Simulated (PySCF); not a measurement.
Spinor energies of Te⁺ (tellurium, charge +1)

Start: [Kr] 4d10 5s2 5p3; 5p1/2 filled at m_j = -1/2, +1/2; 5p3/2 filled at m_j = +3/2. Calculated with PySCF 2.14 in x2c-SVPall-2c (6s8p4d, 50 functions): generalised Hartree-Fock with the X2C-1e Hamiltonian and a Gaussian nucleus; one run each with spin-orbit coupling (SO) switched off, then screened by Boettger's factors.

```json
{"spinor shell": "1s1/2", "electrons": "2", "ε, spin-free (eV)": "-31978.7", "ε, screened SO (eV)": "-31975.5", "weight of nominal j (screened SO)": "1.000", "rms radius, screened SO (bohr)": "0.0318"}
{"spinor shell": "2s1/2", "electrons": "2", "ε, spin-free (eV)": "-5009.6", "ε, screened SO (eV)": "-5008.6", "weight of nominal j (screened SO)": "1.000", "rms radius, screened SO (bohr)": "0.130"}
{"spinor shell": "2p1/2", "electrons": "2", "ε, spin-free (eV)": "-4492.4", "ε, screened SO (eV)": "-4683.3", "weight of nominal j (screened SO)": "1.000", "rms radius, screened SO (bohr)": "0.112"}
{"spinor shell": "2p3/2", "electrons": "4", "ε, spin-free (eV)": "-4492.4", "ε, screened SO (eV)": "-4405.7", "weight of nominal j (screened SO)": "1.000", "rms radius, screened SO (bohr)": "0.117"}
{"spinor shell": "3s1/2", "electrons": "2", "ε, spin-free (eV)": "-1047.0", "ε, screened SO (eV)": "-1046.7", "weight of nominal j (screened SO)": "1.000", "rms radius, screened SO (bohr)": "0.343"}
{"spinor shell": "3p1/2", "electrons": "2", "ε, spin-free (eV)": "-874.63", "ε, screened SO (eV)": "-911.19", "weight of nominal j (screened SO)": "1.000", "rms radius, screened SO (bohr)": "0.335"}
{"spinor shell": "3p3/2", "electrons": "4", "ε, spin-free (eV)": "-874.63", "ε, screened SO (eV)": "-857.81", "weight of nominal j (screened SO)": "1.000", "rms radius, screened SO (bohr)": "0.347"}
{"spinor shell": "3d3/2", "electrons": "4", "ε, spin-free (eV)": "-614.23", "ε, screened SO (eV)": "-620.51", "weight of nominal j (screened SO)": "1.000", "rms radius, screened SO (bohr)": "0.320"}
{"spinor shell": "3d5/2", "electrons": "6", "ε, spin-free (eV)": "-614.23", "ε, screened SO (eV)": "-609.68", "weight of nominal j (screened SO)": "1.000", "rms radius, screened SO (bohr)": "0.323"}
{"spinor shell": "4s1/2", "electrons": "2", "ε, spin-free (eV)": "-203.17", "ε, screened SO (eV)": "-203.05", "weight of nominal j (screened SO)": "1.000", "rms radius, screened SO (bohr)": "0.816"}
{"spinor shell": "4p1/2", "electrons": "2", "ε, spin-free (eV)": "-147.17", "ε, screened SO (eV)": "-154.07", "weight of nominal j (screened SO)": "0.999", "rms radius, screened SO (bohr)": "0.860"}
{"spinor shell": "4p3/2", "electrons": "4", "ε, spin-free (eV)": "-147.17", "ε, screened SO (eV)": "-143.90", "weight of nominal j (screened SO)": "1.000", "rms radius, screened SO (bohr)": "0.886"}
{"spinor shell": "4d3/2", "electrons": "4", "ε, spin-free (eV)": "-62.713", "ε, screened SO (eV)": "-63.559", "weight of nominal j (screened SO)": "0.976", "rms radius, screened SO (bohr)": "1.05"}
{"spinor shell": "4d5/2", "electrons": "6", "ε, spin-free (eV)": "-62.713", "ε, screened SO (eV)": "-62.001", "weight of nominal j (screened SO)": "0.984", "rms radius, screened SO (bohr)": "1.05"}
{"spinor shell": "5s1/2", "electrons": "2", "ε, spin-free (eV)": "-28.345", "ε, screened SO (eV)": "-28.309", "weight of nominal j (screened SO)": "1.000", "rms radius, screened SO (bohr)": "2.20"}
{"spinor shell": "5p1/2", "electrons": "2", "ε, spin-free (eV)": "-18.884", "ε, screened SO (eV)": "-19.090", "weight of nominal j (screened SO)": "0.629", "rms radius, screened SO (bohr)": "2.64"}
{"spinor shell": "5p3/2", "electrons": "1", "ε, spin-free (eV)": "-18.884", "ε, screened SO (eV)": "-18.461", "weight of nominal j (screened SO)": "1.000", "rms radius, screened SO (bohr)": "2.70"}
```

| quantity | spin-free | screened SO |
| --- | --- | --- |
| E (hartree) | -6788.97521 | -6790.82515 |
| M_J | 3/2 | 3/2 |
| ⟨J²⟩ | 3.751 | 3.754 |
| ⟨L²⟩ | 0.000 | 0.103 |
| ⟨S²⟩ | 3.751 | 3.652 |

Each row is a mean over spinors that exchange with the open shell spreads, by up to 6.923 eV (5s1/2).

Rows whose weight is well below 1 are mixtures of j = l ± 1/2: exchange outweighs spin-orbit coupling there, and the label is only the starting occupation.

Breit and QED terms are absent; they matter most for the inner s and p1/2 levels.

Densities and radii are taken from the X2C orbitals without a picture-change correction, which distorts them close to the nucleus.

Without spin-orbit coupling the j labels of p, d and f shells carry no meaning; the spin-free column gives the mean over the occupied spinors of each nl shell.
